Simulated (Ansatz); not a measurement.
A nudged elastic band was laid between two geometries of BClFH2N + H2S (9 atoms, charge 0, multiplicity 1).

All numbers below come from RKS PBE0/def2-SVP (Ansatz).

- movable images: 5
- climbing image: yes
- spring: 5.0 eV/Å²
- optimiser: quadratic models (default)
- start path: through a guess of the saddle point
- force threshold: 0.03 eV/Å
- iteration limit: 60
- end points: relaxed

First end point:

```xyz
9
Properties=species:S:1:pos:R:3
B 0.085 -0.288 -0.239
F 0.019 -0.588 1.057
N 1.304 -0.241 -0.901
H 2.180 -0.380 -0.414
H 1.388 0.005 -1.876
Cl -1.439 0.011 -1.096
S -0.403 2.892 1.425
H -1.349 2.462 0.565
H -0.440 1.729 2.109
```

Last end point:

```xyz
9
Properties=species:S:1:pos:R:3
B -0.039 0.668 -0.561
F -0.003 -0.160 2.379
N 1.199 0.135 -0.888
H 1.286 -0.754 -1.364
H 2.079 0.552 -0.613
Cl -1.529 -0.131 -1.081
S -0.124 2.244 0.388
H -1.468 2.350 0.359
H -0.056 0.696 2.012
```

What changes between the two ends?

Bonds broken: B1–F2, S7–H9. Bonds formed: B1–S7, F2–H9. BClFH2N + H2S becomes BClH3NS + FH.

Give the energies along the band, and the barrier.

It converged. The highest image is number 4 of 0 to 6, 1.75 eV above the first end and 1.01 eV above the last; the last end lies 0.74 eV above the first. A vibrational analysis at the climbing image gives one clearly imaginary mode, 886i cm⁻¹: a first-order saddle point. The orbitals stay closed-shell, which can raise the energy where a bond breaks towards radicals; this wasn't checked here.

```
image  path coordinate (Å)  energy (eV)  B1–F2 (Å)  S7–H9 (Å)  B1–S7 (Å)
    0                 0.00         0.00       1.33       1.35       3.62
    1                 0.68         0.04       1.33       1.35       3.32
    2                 1.36         0.40       1.34       1.35       2.85
    3                 2.04         0.90       1.37       1.36       2.33
    4                 2.71         1.75       1.61       1.64       2.00
    5                 3.60         1.01       2.40       2.09       1.86
    6                 4.49         0.74       3.05       2.24       1.84
```

What is the geometry of the highest image?


```xyz
9
Properties=species:S:1:pos:R:3:forces:R:3
B 0.022 0.377 -0.064 0.00 -0.01 0.00
F -0.120 -0.178 1.439 0.00 0.00 0.00
N 1.354 0.108 -0.535 -0.01 0.00 -0.01
H 1.527 -0.858 -0.798 0.00 0.00 0.00
H 1.686 0.723 -1.269 0.00 0.00 0.01
Cl -1.487 -0.168 -0.912 0.00 0.00 0.00
S -0.079 2.251 0.617 0.00 0.00 0.00
H -1.421 2.380 0.519 0.00 0.00 0.00
H -0.136 0.966 1.633 0.00 0.00 0.00
```

What are the harmonic wavenumbers there?

886i, 129, 205, 262, 305, 365, 413, 459, 510, 580, 692, 780, 856, 1067, 1092, 1233, 1579, 1599, 2718, 3592, 3688 cm⁻¹.

The band took 29 iterations and roughly 9 core-minutes.

Time of the run: 4.4 min on 2 threads of Arm Neoverse V2 (shared host), peak memory 0.22 GiB.
